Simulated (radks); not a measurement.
Results of a calculation; reference values are marked as such.
Spin polarisation of the 2p2 shell in the oxygen ion O2+. Start: [He] 2s2 2p(up 1, down 1); electrons of 2p are moved from spin down to spin up, other shells keep equal spins. Code: a radial shooting solver on a logarithmic mesh with Libxc functionals. Model: scalar-relativistic Kohn-Sham, r2SCAN, spin-polarised, spherical densities, finite nucleus; meta-GGA in the generalised Kohn-Sham scheme; Fermi nuclear charge, rms radius of each element as measured or else 0.836 A^(1/3) + 0.57 fm.

moment (Bohr magnetons),E - E(0) (eV),e(2p up) (eV),e(2p down) (eV),2s down minus up (eV)
0,0.000,-43.232,-43.232,0.000
0.5,-0.202,-43.991,-42.376,1.482
1,-0.809,-44.663,-41.411,2.997
1.5,-1.830,-45.251,-40.335,4.582
2,-3.264,-45.759,-39.245,6.261

At moment 2 the spin-polarisation energy is -3.264 eV and the 2p exchange splitting 6.514 eV, that is 3.257 eV per Bohr magneton; E = -I m^2/4 would give I = 3.264 eV.
